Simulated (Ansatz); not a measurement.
Basis sets compared for the cluster Hg5O5⁻. Charge -1, multiplicity 2. Geometry r2SCAN-D4/def2-SVP. Ansatz on 4 threads of Arm Neoverse V2 on a shared host; times are rough, and most runs start from earlier orbitals.

```xyz
10

Hg   -0.868   -2.762    3.781
Hg   -2.241    2.750   -0.472
Hg    1.711   -3.303    1.692
Hg   -1.253   -0.589    1.946
Hg    0.449    0.145   -0.581
O     0.204    1.720   -1.933
O    -1.750    1.034    0.792
O     1.957    0.669   -2.957
O     1.159    1.656   -3.020
O     0.631   -1.320    0.750
```

In the def2 sets Hg takes a core potential; there is no spin–orbit coupling. The structure holds 2 bonds between oxygen atoms, so isomers without such links may lie far lower. The structure comes from a short search, and lower isomers may exist.

| level | functions | energy (Eh) | HOMO (eV) | LUMO (eV) | wall time |
| --- | --- | --- | --- | --- | --- |
| PBE-D4/def2-SVP (with forces) | 230 | -1142.9712 | -1.26 | -0.51 | 12 s |
| PBE0-D4/def2-SVP | 230 | -1142.6885 | -2.11 | 0.01 | 64 s |

(1) Estimate the rows for PBE-D4/def2-SVPD, PBE0-D4/def2-SVPD.

Answers

(1) 
```json
{"level": "PBE-D4/def2-SVPD", "functions": "290", "energy (Eh)": "-1143.0124", "HOMO (eV)": "-1.38", "LUMO (eV)": "-0.83", "wall time": "20 s"}
{"level": "PBE0-D4/def2-SVPD", "functions": "290", "energy (Eh)": "-1142.7273", "HOMO (eV)": "-2.20", "LUMO (eV)": "-0.07", "wall time": "84 s"}
```
